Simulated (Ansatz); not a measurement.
Consider the formal exchange of groups at the Al–O bond: `C[O][Al]([F])[F]` + tetramethylsilane → `C[Si](C)(C)[Al]([F])[F]` + dimethyl ether.

Computed with Ansatz on PBE0-D4/def2-TZVP structures; ΔE is electronic, products minus reactants. CBS: MP2 limit from def2 TZ/QZ plus the TZ coupled-cluster correction, frozen cores. DFT in def2-TZVPP. HSE06 is defined as in plane-wave codes. One conformer a species, not always the lowest.

```json
{"level": "LDA (SPW92)", "ΔE (kJ/mol)": "177.4", "difference from CCSD(T)/CBS": "-30.7"}
{"level": "BLYP-D4", "ΔE (kJ/mol)": "191.3", "difference from CCSD(T)/CBS": "-16.8"}
{"level": "r2SCANh-D4", "ΔE (kJ/mol)": "205.4", "difference from CCSD(T)/CBS": "-2.7"}
{"level": "HSE06-D4", "ΔE (kJ/mol)": "186.1", "difference from CCSD(T)/CBS": "-22.0"}
{"level": "BHLYP-D4", "ΔE (kJ/mol)": "207.0", "difference from CCSD(T)/CBS": "-1.1"}
{"level": "ωB97M-V", "ΔE (kJ/mol)": "206.9", "difference from CCSD(T)/CBS": "-1.2"}
{"level": "PBE", "ΔE (kJ/mol)": "174.7", "difference from CCSD(T)/CBS": "-33.4"}
{"level": "CAM-B3LYP", "ΔE (kJ/mol)": "203.4", "difference from CCSD(T)/CBS": "-4.7"}
{"level": "LC-ωPBE", "ΔE (kJ/mol)": "199.7", "difference from CCSD(T)/CBS": "-8.4"}
{"level": "RPA@PBE/def2-TZVPP", "ΔE (kJ/mol)": "196.4", "difference from CCSD(T)/CBS": "-11.7"}
{"level": "MP2/def2-SVP", "ΔE (kJ/mol)": "206.3", "difference from CCSD(T)/CBS": "-1.8"}
{"level": "HF/def2-TZVPP", "ΔE (kJ/mol)": "213.0", "difference from CCSD(T)/CBS": "4.9"}
{"level": "MP2/def2-TZVPP", "ΔE (kJ/mol)": "219.7", "difference from CCSD(T)/CBS": "11.6"}
{"level": "SCS-MP2/def2-TZVPP", "ΔE (kJ/mol)": "214.6", "difference from CCSD(T)/CBS": "6.5"}
{"level": "SCS-MP2/def2-QZVPP", "ΔE (kJ/mol)": "217.0", "difference from CCSD(T)/CBS": "8.9"}
{"level": "HF/CBS(def2)", "ΔE (kJ/mol)": "215.3", "difference from CCSD(T)/CBS": "7.2"}
{"level": "CCSD(T)/CBS", "ΔE (kJ/mol)": "208.1", "difference from CCSD(T)/CBS": "0"}
```

Largest T1 diagnostic among the species: 0.012.

From BLYP to BHLYP (50 % exact exchange), in def2-TZVPP and without D4, ΔE moves by +19.2 kJ/mol. Leaving LDA and LC-ωPBE aside and taking each functional with its dispersion term where it has one, the values, not all of them listed here, spread over 31.4 kJ/mol, from PBE-D4 to r2SCAN0-D4.
